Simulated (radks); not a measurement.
All-electron atom: neutral xenon in [Xe] (the NIST ground configuration).

All-electron calculation, scalar-relativistic Kohn-Sham, PBE, spin-polarised, spherical densities, finite nucleus; Fermi nuclear charge, rms radius 4.7859 fm. Program: a radial shooting solver on a logarithmic mesh with Libxc functionals.

Energy parts (hartree):
| part | energy |
|---|---|
| total | -7447.03737 |
| kinetic | 7830.78132 |
| electron-nucleus | -18024.09802 |
| Hartree | 2932.85794 |
| exchange-correlation | -186.57861 |

Orbitals (lengths in bohr, moments of r in powers of bohr; <r^-3> diverges for s and p1/2):
| orbital | occ. | eigenvalue (hartree) | <r^-3> | <r^4> |
|---|---|---|---|---|
| 1s | 2 | -1263.089 | - | 2.434e-06 |
| 2s | 2 | -196.5784 | - | 0.0004121 |
| 2p | 6 | -176.3942 | 6169 | 0.0002986 |
| 3s | 2 | -40.20836 | - | 0.01748 |
| 3p | 6 | -33.68873 | 1191 | 0.01833 |
| 3d | 10 | -24.01965 | 164.0 | 0.01583 |
| 4s | 2 | -7.25588 | - | 0.4937 |
| 4p | 6 | -5.19155 | 237.8 | 0.6728 |
| 4d | 10 | -2.18234 | 25.27 | 1.369 |
| 5s | 2 | -0.72543 | - | 23.80 |
| 5p | 6 | -0.30262 | 23.67 | 64.89 |

The highest occupied level is 5p at -8.235 eV. Summed over all electrons, <r^2> = 60.97 bohr^2, which gives a Langevin (diamagnetic) susceptibility term of -48.3 x 10^-6 cm^3/mol.
